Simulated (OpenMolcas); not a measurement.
## Levels of Cr2+ by method

| Property | Result |
| --- | --- |
| Program | OpenMolcas 26.06 |
| Basis | ANO-RCC-VQZP [7s6p4d3f2g1h] |
| Scalar Hamiltonian | DKH2, point nucleus |
| Active space | 4 electrons in 6 orbitals (3d 4s) |
| State averaging | 2S+1 = 5 even, 15 roots; 2S+1 = 3 even, 90 roots kept (CI in the orbitals of an earlier block); 2S+1 = 1 even, 84 roots kept (CI in the orbitals of an earlier block) |
| Spin-orbit coupling | state interaction with AMFI integrals over the reference wave functions, term energies averaged over their components |

Methods on the same reference wave functions:
A. CASSCF
B. SS-CASPT2, IPEA 0.25 Eh, imaginary shift 0.1 Eh (closed shells correlated: 3s 3p)
C. MS-CASPT2, IPEA 0.25 Eh, imaginary shift 0.1 Eh (closed shells correlated: 3s 3p)

Energies in cm⁻¹ above 3d⁴ ⁵D₀, the measured ground level; measured values from Sugar and Corliss, J. Phys. Chem. Ref. Data 6, 317 (1977).

| Level | A | B | C | Measured |
| --- | --- | --- | --- | --- |
| 3d⁴ ⁵D₀ | 0.0 | 0.0 | 0.0 | 0.0 |
| 3d⁴ ⁵D₁ | 70.4 | 72.0 | 72.0 | 62.2 |
| 3d⁴ ⁵D₂ | 209 | 213 | 213 | 183 |
| 3d⁴ ⁵D₃ | 411 | 416 | 416 | 357 |
| 3d⁴ ⁵D₄ | 673 | 676 | 676 | 576 |
| 3d⁴ ³H₄ | 21106 | 17180 | 17180 | 17274 |
| 3d⁴ ³H₅ | 21253 | 17340 | 17340 | 17397 |
| 3d⁴ ³H₆ | 21420 | 17510 | 17510 | 17531 |
| 3d⁴ ³P₀(1) | 22855 | 16420 | 16420 | 16771 |
| 3d⁴ ³P₁(1) | 23278 | 16860 | 16860 | 17169 |
| 3d⁴ ³P₂(1) | 24054 | 17630 | 17630 | 17851 |
| 3d⁴ ³F₂(1) | 24267 | 18390 | 18390 | 18452 |
| 3d⁴ ³F₃(1) | 24325 | 18450 | 18450 | 18511 |
| 3d⁴ ³F₄(1) | 24412 | 18530 | 18530 | 18583 |
| 3d⁴ ³G₃ | 26657 | 20560 | 20560 | 20704 |
| 3d⁴ ³G₄ | 26837 | 20740 | 20740 | 20853 |
| 3d⁴ ³G₅ | 26999 | 20910 | 20910 | 20996 |
| 3d⁴ ¹I₆ | 31750 | 25820 | 25820 | 26015 |
| 3d⁴ ¹G₄(1) | 33456 | 25140 | 25140 | 25139 |
| 3d⁴ ³D₃ | 34505 | 25410 | 25410 | 25726 |
| 3d⁴ ³D₂ | 34566 | 25470 | 25470 | 25781 |
| 3d⁴ ³D₁ | 34627 | 25540 | 25540 | 25848 |
| 3d⁴ ¹S₀ | 38936 | 27130 | 27130 | 27372 |
| 3d⁴ ¹D₂(1) | 41691 | 31940 | 31940 | 32152 |

Deviations, from unrounded energies. A percentage is the sum of absolute deviations over the sum of measured energies, with the sign that they share, or ± where signs differ.

```csv
Against measurement,Levels,A,B,C
mean absolute deviation (cm-1),23,5500,150,150
fine structure of the ground term (%),4,+15.8,+16.9,+16.9
other terms of the ground configuration (%),19,+30.9,±0.8,±0.8
```

B, C lie about equally close to measurement and A furthest from it. The largest miss of B in the table is 3d⁴ ³P₀(1), by -350 cm-1. The ranking rests on the paired levels alone, and a cruder setting can come out closer through cancelling errors.

Between B and C no level of the table moves by more than 5 cm-1.

The two smallest mean deviations differ by little beside CASPT2's spread within terms, so their order carries little weight.

From A to B the spin-free energies of the other terms of 3d⁴ shown, above ⁵D, scale by factors of 0.69 to 0.81.

The lowest spin-free term lies below A's lowest term by 0.451 hartree in B, 0.451 hartree in C.

CASPT2 breaks the degeneracy within a term, and the mean is taken; among the terms shown or strongly mixed into the levels shown the widest spread is 350 cm-1 (3d⁴ ¹G(1), C). Over all roots computed the reference weight is 0.87 to 0.94 in B, 0.87 to 0.94 in C; the roots of lowest weight are the least certain, and an intruder state may touch them. Terms from blocks run as CI alone lack orbitals of their own. Without dynamic correlation excited terms often stand tens of per cent too high (terms of higher spin than the ground term too low), and those without a measured partner can miss by more than the paired ones (holds for A). The CASPT2 spread within a term exceeds the gap to the next term for 3d⁴ ³P(1) and 3d⁴ ³H, so the order of their levels is uncertain (holds for B; C). Blocks of more than 70 roots (2S+1 = 3 even, 1 even) ran without multistate coupling (holds for C). Measured partners are found by configuration, term and J. A level has none where our copy of the source lacks it or the pairing is in doubt (some pairs that miss far off the trend of their configuration count as doubtful), and it then counts in no deviation. Levels of configurations outside the active space are missing. Levels that lie high or do not pair safely by name in every column are left out.

A number in round brackets counts repeated terms of one configuration in the order of the reference energies.
